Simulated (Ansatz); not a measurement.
`CB(O)F` + `C[Si](F)(F)Cl` → `CC[Si](F)(F)Cl` + `OBF`  (formal exchange of groups at a C–B bond)

Program: Ansatz. Geometries: PBE0-D4/def2-TZVP. ΔE: electronic, gas phase. CBS: MP2 limit from def2 TZ/QZ plus the TZ coupled-cluster correction, frozen cores. This one scheme is used for every species. Functionals use def2-TZVPP. One conformer a species, not always the lowest.

```csv
species,CAM-B3LYP energy (Eh)
`CB(O)F`,-240.58406
`C[Si](F)(F)Cl`,-989.59310
`CC[Si](F)(F)Cl`,-1028.89252
`OBF`,-201.25916
```

(1) Work out ΔE.

(2) What do rigid-rotor, harmonic-oscillator terms from PBE0-D4/def2-TZVP frequencies (298.15 K, 1 bar) make of the CCSD(T)/CBS value? (Estimate.)

Largest T1 diagnostic among the species: 0.013.

Answers

(1) ΔE = (-1028.89252) + (-201.25916) − (-240.58406) − (-989.59310) = 0.02548 Eh = +0.69 eV. CCSD(T)/CBS gives +0.65 eV.

(2) Computed: ΔZPE = +0.02 eV, ΔH = +0.67 eV, ΔS = -9 J/(mol·K), ΔG = +0.69 eV.

Leaving LDA and LC-ωPBE aside and taking each functional with its dispersion term where it has one, the values, not all of them listed here, spread over 0.14 eV, from BLYP-D4 to B97M-V. At CCSD(T), def2-SVP lies −0.08 eV from the extrapolated value and def2-TZVPP −0.01 eV. The D4 term adds −0.04 eV with B3LYP and −0.02 eV with PBE0; it sums over pairs of atoms, weighted by their polarisabilities, and B3LYP, whose exchange is more repulsive, gets the larger term.

B3LYP here is the variant with VWN-RPA as its local correlation; programs differ in this.
